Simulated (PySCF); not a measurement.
**Diatomic cations of H with the fifth-period p block**

CCSD(T) with double-zeta basis sets in PySCF, for the lowest determinant that a PBE0 search found; no spin–orbit coupling. De refers to high-spin ground-configuration atoms (the charge goes to the atom of lower measured ionisation energy or higher electron affinity, which is not always the lowest computed limit).

```csv
M,basis,"reference, frozen orbitals",charged atom,state (unpaired electrons),Re (Å),ωe (cm⁻¹),De (eV)
In,x2c-SVPall,"ROHF, 18",In+,doublet (σ ↑),1.829,1122,0.18
Sn,x2c-SVPall,"RHF, 18",Sn+,singlet (closed shell),1.757,1828,2.61
Sb,def2-SVPD,"UHF, 4",Sb+,doublet (π ↑),1.717,1956,2.54
Te,def2-SVP,"UHF, 4",Te+,triplet (π ↑↑),1.675,2086,2.41
I,x2c-SVPall,"UHF, 18",I+,doublet (π ↑),1.634,2225,3.05
```

Task: By what factor does the well depth vary along the series?

Result: At CCSD(T) it runs from 0.18 eV (InH⁺) to 3.05 eV (HI⁺), a factor of 16.9.

The rows differ in basis set, which adds steps of its own.

The state changes along the series, so neighbouring rows are not always alike in their bonding.

Correlated steps freeze the inner cores (4 to 18 orbitals); shallow outer-core shells are correlated. UHF and ROHF references stand side by side, which adds small steps between rows. Weak bonds: InH⁺. Basis-set superposition, not corrected here, can be much of De in a small basis, most of all at correlated wavefunction levels. Spin–orbit coupling is left out, which matters for elements this heavy, above all for dissociation energies. For an ion De counts to the pair picked by the measured ionisation energies or electron affinities, which need not be the lowest pair at this level. Where the molecule has an RHF reference, its open-shell atoms are computed with UHF. States were picked by a PBE0 search and need not be the measured ground states.
